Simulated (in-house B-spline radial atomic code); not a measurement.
Settings and results of a run for Sb2+ (an excited or competing configuration). Method: scalar-relativistic (X2C) TPSSh, spin-polarised, spherical fractional occupations, exact exchange averaged over the configuration, Fermi nucleus of rms radius 4.6802 fm. Calculated with a radial B-spline atomic code at the basis-set limit.

Command:
```bash
python run_scf.py task.json out
```
Settings (nuclear radius in fm, mass in u):
```
Z                51
configuration    [Ar] 3d10 4s2 4p5 4d10 5s2 5p2
hamiltonian      x2c
method           tpssh
spin_polarised   True
nucleus          fermi
rms_radius       4.6802
atomic_mass      120.90381
speed_of_light   137.035999084
exact_exchange   averaged over the configuration
```

Output (hartree, bohr):
```
 radial grid: 79 intervals, B-splines of order 8, outer radius 53.7037 bohr

 iter        energy (Eh)    residual
    1       -6475.786146    8.43e-02
    2       -6475.790357    1.78e-03
    3       -6475.790414    4.19e-04
    4       -6475.790415    1.85e-04
    5       -6475.790415    2.20e-05
    6       -6475.790415    6.17e-06
    7       -6475.790415    1.25e-06
    8       -6475.790415    3.22e-07

 total energy                     -6475.79041
 kinetic                            6834.2245
 electron-nucleus                 -15678.9320
 Hartree                            2539.5211
 exact exchange                      -16.7191
 exchange-correlation               -153.8850

 orbital      occ     eigenvalue          <r>       <r^2>       <1/r>       r_max
 1s up      1.000     -1115.1842    0.0278219  0.00105841     56.8954     0.01764
 1s down    1.000     -1115.1682    0.0278217  0.00105839     56.8958     0.01764
 2s up      1.000      -171.0195     0.122034   0.0176254     12.9232      0.1035
 2s down    1.000      -171.0123     0.122031   0.0176244     12.9231      0.1035
 2p up      3.000      -153.6624      0.10682   0.0139462     11.9763     0.08271
 2p down    3.000      -153.6482     0.106822   0.0139466     11.9759     0.08272
 3s up      1.000       -34.6373     0.329742    0.124435     4.53976      0.2996
 3s down    1.000       -34.6238     0.329736    0.124413     4.53886      0.2997
 3p up      3.000       -28.9359     0.328082    0.124971     4.23554      0.2931
 3p down    3.000       -28.9184     0.328119    0.124984     4.23443      0.2932
 3d up      5.000       -20.2030     0.305341    0.110528     3.97745      0.2444
 3d down    5.000       -20.1867     0.305272    0.110456     3.97782      0.2444
 4s up      1.000        -6.6414     0.786092    0.697943     1.78848      0.7211
 4s down    1.000        -6.5606     0.787131    0.699844     1.78587      0.7215
 4p up      3.000        -4.8684     0.843255    0.810302     1.61991      0.7587
 4p down    2.000        -4.8050     0.844599    0.812759     1.61703      0.7596
 4d up      5.000        -2.2526     0.995299     1.16163     1.33327      0.8337
 4d down    5.000        -2.1953     0.995421     1.16004     1.33124      0.8358
 5s up      1.000        -1.2386      2.01986     4.57417    0.643424       1.804
 5s down    1.000        -1.1501      2.01862     4.58645    0.648048       1.788
 5p up      2.000        -0.8588      2.35859     6.26221    0.542116       2.079
```

Time taken, with all properties: 0.37 s on 1 thread of Arm Neoverse V2, on a shared host.

One-electron X2C: radii and densities carry no picture-change correction, so inner-shell <1/r> comes out high (for 1s by about 2 % at Z = 33, 5 % at 54, 10 % at 75, 30 % at 118) and <r> low.
